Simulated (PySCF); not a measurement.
**Mayer bond orders and bond lengths**

Compound: C₈H₁₃F.
Numbering: `[CH2:1]=[C:2]([CH2:3][CH3:4])[C:5](=[CH2:6])[CH2:7][CH2:8][F:9]` (hydrogens: H10, H11 on C1; H12, H13 on C3; H14, H15, H16 on C4; H17, H18 on C6; H19, H20 on C7; H21, H22 on C8)

Structure used (GFN2-xTB), in Å, numbered top down from 1:
```
atom  x, y, z in Å
C1    -0.374    0.915   -1.892
C2    -0.574    0.050   -0.904
C3    -1.914   -0.052   -0.224
C4    -1.829    0.389    1.237
C5     0.498   -0.837   -0.408
C6     0.283   -2.110   -0.097
C7     1.872   -0.236   -0.260
C8     1.864    0.878    0.782
F9     3.109    1.456    0.869
H10    0.567    1.007   -2.406
H11   -1.167    1.549   -2.251
H12   -2.272   -1.082   -0.265
H13   -2.636    0.574   -0.750
H14   -1.512    1.428    1.300
H15   -2.799    0.295    1.718
H16   -1.112   -0.224    1.779
H17   -0.678   -2.581   -0.210
H18    1.078   -2.745    0.255
H19    2.208    0.184   -1.210
H20    2.586   -1.002    0.043
H21    1.628    0.491    1.779
H22    1.164    1.674    0.511
```

Bond orders from the PBE0/pcSseg-1 density (PySCF). Geometry: GFN2-xTB, one conformer, isolated molecule.

Task: Where do the orders between heavy atoms depart from those drawn in the SMILES?

Result: The largest departure is 0.126, at C8–F9 (drawn single, 0.874). Drawn single, order below 0.88: C8–F9 (0.874).

Task: Set the Mayer orders of the bonds beside their lengths.

Result: 
```tsv
bond	drawn as	length (Å)	Mayer order
C1–C2	double	1.329	1.973
C2–C3	single	1.506	1.052
C3–C4	single	1.528	1.046
C2–C5	single	1.478	0.988
C5–C6	double	1.328	1.969
C5–C7	single	1.506	1.035
C7–C8	single	1.525	1.032
C8–F9	single	1.375	0.874
C1–H10	single	1.076	0.943
C1–H11	single	1.077	0.933
C3–H12	single	1.091	0.930
C3–H13	single	1.091	0.942
C4–H14	single	1.088	0.963
C4–H15	single	1.087	0.969
C4–H16	single	1.087	0.960
C6–H17	single	1.076	0.945
C6–H18	single	1.077	0.933
C7–H19	single	1.092	0.923
C7–H20	single	1.091	0.936
C8–H21	single	1.095	0.950
C8–H22	single	1.094	0.947
```

By pair of heavy elements: C–C: lowest C2–C5 (0.988, 1.478 Å), highest C1–C2 (1.973, 1.329 Å); in 4 of the 21 pairs the longer bond (by over 0.003 Å) has the higher order (by 0.02 or more).

Task: Sum the orders of all bonds at each heavy atom with more than one neighbour and set the sums beside the valence in the SMILES.

Result: C1 3.849 (drawn 4), C2 4.013 (drawn 4), C3 3.970 (drawn 4), C4 3.938 (drawn 4), C5 3.992 (drawn 4), C6 3.847 (drawn 4), C7 3.926 (drawn 4), C8 3.803 (drawn 4). Orders between atoms that aren't bonded are not in these sums.

Mayer orders depend on the basis set.
